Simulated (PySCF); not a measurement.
C₂H₅O, SMILES CC[O-], charge -1. Atoms are numbered in the order given.

```xyz
8

C     -0.2036    -1.1745     0.0000
C      0.4789     0.2157     0.0000
O     -0.3603     1.2418     0.0000
H      0.5328    -2.0042     0.0000
H     -0.8487    -1.2707    -0.8902
H     -0.8487    -1.2707     0.8902
H      1.1976     0.1822     0.8898
H      1.1976     0.1822    -0.8898
```
Charge -1, spin multiplicity 1.

Geometry optimised at PBE0-D3(BJ)/def2-SVPD.

All values below come from PBE/def2-TZVPD (PySCF).

 A positive occupied level means that this level leaves the electron formally unbound; only the finite basis holds it.

| Property | Result |
|---|---|
| total energy | -154.30201 hartree |
| point group | Cs |
| highest occupied level | 1.59 eV |
| lowest empty level | 3.81 eV |
| orbital gap | 2.22 eV |
| dipole moment about the centre of nuclear charge | 3.24 D |
| mean static polarisability | 70.3 bohr³ (10.41 Å³) |
| polarisability, principal values | 56.2, 68.5, 86.2 bohr³ |
